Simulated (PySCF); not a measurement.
## Energy of W (tungsten, neutral) between two integer charges

The 6s beta orbital of [Xe] 4f14 5d4 6s2 is emptied in steps (occupation f), with all orbitals relaxed, ending at [Xe] 4f14 5d4 6s1. All numbers are calculated (PySCF 2.14, scalar relativity through the core potential, in def2-SVP with the def2 core potential (60 electrons) (6s3p2d1f, 32 functions)). The exact energy is a straight line in f; departures are measured from the line between the end points of the same method.

| f | BHandHLYP (eV) | HSE06 (eV) |
| --- | --- | --- |
| 1 | 0.000 | 0.000 |
| 0.75 | -0.283 | -0.436 |
| 0.5 | -0.385 | -0.582 |
| 0.25 | -0.294 | -0.438 |
| 0 | 0.000 | 0.000 |

```csv
method,E(f=0) − E(f=1) (eV),−ε at f=1 (eV),−ε at f=0.5 (eV)
BHandHLYP,7.467,5.979,7.437
HSE06,7.322,4.989,7.311
```

Orbital energy along the path (eV):

```csv
f,BHandHLYP,HSE06
1,-5.979,-4.989
0.75,-6.693,-6.162
0.5,-7.437,-7.311
0.25,-8.228,-8.510
0,-9.014,-9.290
```

Reference removal energy between the ground levels: 7.864 eV (measured; NIST Atomic Spectra Database, ionization energies). The calculation has no spin-orbit coupling.
